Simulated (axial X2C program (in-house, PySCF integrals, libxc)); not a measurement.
# Spin–orbit effects down a group: molecules with Ru, HF

Computed with an in-house relativistic program for diatomic molecules, spin-free (one-electron X2C) or two-component (2c: spin–orbit coupling with atomic mean-field Coulomb and Gaunt terms, which also bring small scalar terms), in Dyall basis sets with cores contracted in-house; open shells are unrestricted.

Basis sets: H dyall-v3z, Li dyall-cv3z, Na dyall-cv3z, Ru dyall-cv3z.

```
molecule   spin-free state  Re (Å)  ωe (cm⁻¹)  De (eV)  2c state  Re 2c (Å)  ωe 2c (cm⁻¹)  De 2c (eV)
     RuH  M_S = 3/2, Λ = 0   1.674     1660.8     1.26   Ω = 3/2      1.675        1659.5         n/a
    LiRu  M_S = 3/2, Λ = 0   2.705      243.9     0.18   Ω = 3/2      2.706         244.1         n/a
    NaRu  M_S = 3/2, Λ = 0   3.057      116.3     0.04   Ω = 3/2      3.058         116.4         n/a
```

Task: Work out the shifts from the spin-free to the two-component result.

Result: 

| molecule | 2c state | ΔRe (Å) | Δωe (cm⁻¹) | ΔDe (eV) |
| --- | --- | --- | --- | --- |
| RuH | Ω = 3/2 | 0.001 | -1.3 | n/a |
| LiRu | Ω = 3/2 | 0.001 | 0.2 | n/a |
| NaRu | Ω = 3/2 | 0.001 | 0.1 | n/a |

Shifts of one unit in the last digit are rounding.

Each entry is the lowest single determinant of a limited PBE0 search at one distance. De goes to single-determinant-based atoms at the same level (for ions the charge split of lowest energy) and is withheld (n/a) where an atom does not fit its ground term or J level. Main or longest-lived isotopes. One determinant is a doubtful description, or other states lie close, for RuH, LiRu, NaRu; these need not be ground states, and all values refer to the states named. With several unpaired electrons the Ω given is that of one determinant, not necessarily of the lowest component.
